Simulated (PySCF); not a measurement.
Computed IR spectrum (relative IR intensity) of a molecule CH4ClNOSi2. The structure is a stationary point at PBE-D3(BJ)/def2-SVP. Other conformers were not sampled. Method: PBE-D3(BJ)/def2-SVP (PySCF). Frequencies are harmonic and unscaled.

Lines under 2 % of the strongest are left out, and lines within 2 cm⁻¹ are merged.

ν (cm⁻¹): 334 (w), 382 (w), 466 (w), 549 (m), 628 (w), 667 (w), 680 (w), 713 (w), 778 (m), 829 (m), 900 (m), 1132 (s), 1620 (vs), 2177 (m), 2196 (w), 2200 (m), 3038 (w) (against the strongest line: vs over 80 %, s over 45 %, m over 15 %, w over 4 %, vw less)

### Question
Which structure fits?
A. [SiH3][Si@@]1(Cl)N=CO1
B. Cl[Si@H]1C=N[SiH2]O1
C. Cl[Si@H]1N=CO[SiH2]1
D. N#CO[Si@@H]([SiH3])Cl

### Answer
C, Cl[Si@H]1N=CO[SiH2]1
